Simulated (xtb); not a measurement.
O (SMILES [O+]), charge +1, quartet; GFN0-xTB with ALPB(toluene) (xtb).

xtb was given this input:
```
$ xtb mol.xyz --gfn 0 --chrg 1 --uhf 3 --alpb toluene --json

# file mol.xyz
1

O      0.00000000     0.00000000     0.00000000
```

What the program printed (banner, timings and long lists left out):

```
   ID    Z sym.   atoms
    1    8 O      1

           -------------------------------------------------
          |                Calculation Setup                |
           -------------------------------------------------

           -------------------------------------------------
          |                 G F N 0 - x T B                 |
           -------------------------------------------------

      * Solvation model:               ALPB
        Solvent                        toluene
        Parameter file                 internal GFN-FF/ALPB
        Dielectric constant                2.3741E+00
        Reference state                gsolv [1 M gas/solution]
        Free energy shift                  3.1310E-03 Eh       1.9647E+00 kcal/mol
        Temperature                        2.9815E+02 K
        Density                            8.6700E-01 kg/L
        Solvent mass                       9.2140E+01 g/mol
        Interaction kernel             P16
        Born radius scaling (c1)           1.2697E+00
        Born radii integrator          GBOBC
        Born offset                        0.0000E+00 a0       0.0000E+00 AA
        H-bond correction              false
        Ion screening                  false
        Surface tension                    1.0000E-05 Eh       1.5569E+01 dyn/cm
        Grid points                               230 per atom

          ...................................................
          :                      SETUP                      :
          :.................................................:
          :  # basis functions                   4          :
          :  # atomic orbitals                   4          :
          :  # shells                            2          :
          :  # electrons                         5          :
          :  electronic temp.          300.0000000     K    :
          :  accuracy                    1.0000000          :
          :  -> integral cutoff          0.2500000E+02      :
          :  -> integral neglect         0.1000000E-07      :
          ...................................................

         :::::::::::::::::::::::::::::::::::::::::::::::::::::
         ::                     SUMMARY                     ::
         :::::::::::::::::::::::::::::::::::::::::::::::::::::
         :: total energy              -2.664914643562 Eh    ::
         :: total w/o Gsasa/hb        -2.667946948184 Eh    ::
[...]
         :: -> Gsolv                   0.000000000000 Eh    ::
         ::    -> Gsasa               -0.000098680089 Eh    ::
         ::    -> Gshift               0.003130984711 Eh    ::
         :: dispersion energy          0.000000000000 Eh    ::
         :: short-range corr.          0.000000000000 Eh    ::
         :: add. restraining           0.000000000000 Eh    ::
         :: total charge               1.000000000000 e     ::
         :::::::::::::::::::::::::::::::::::::::::::::::::::::

           -------------------------------------------------
          |                Property Printout                |
           -------------------------------------------------

    * Orbital Energies and Occupations

         #    Occupation            Energy/Eh            Energy/eV
      -------------------------------------------------------------
         1        2.0000           -0.6790339             -18.4775
         2        1.0000           -0.4366264             -11.8812
         3        1.0000           -0.4366264             -11.8812
         4        1.0000           -0.4366264             -11.8812 (HOMO)
      -------------------------------------------------------------
                  HL-Gap            0.4366264 Eh           11.8812 eV
             Fermi-level            0.0000000 Eh            0.0000 eV

     #   Z          covCN         q      C6AA      α(0)
     1   8 O        0.000     1.000     6.748     3.422

 Mol. C6AA /au·bohr⁶  :          6.748164
 Mol. C8AA /au·bohr⁸  :        136.181628
 Mol. α(0) /au        :          3.421566

Wiberg/Mayer (AO) data.
largest (>0.10) Wiberg bond orders for each atom

 ---------------------------------------------------------------------------
     #   Z sym  total        # sym  WBO       # sym  WBO       # sym  WBO
 ---------------------------------------------------------------------------
     1   8 O    0.000
 ---------------------------------------------------------------------------

 dipole moment from electron density (au)
     X       Y       Z
   0.0000   0.0000   0.0000  total (Debye):    0.000

           -------------------------------------------------
          | TOTAL ENERGY               -2.664914643562 Eh   |
          | GRADIENT NORM               0.000000000000 Eh/α |
          | HOMO-LUMO GAP              11.881209300000 eV   |
           -------------------------------------------------

normal termination of xtb
```
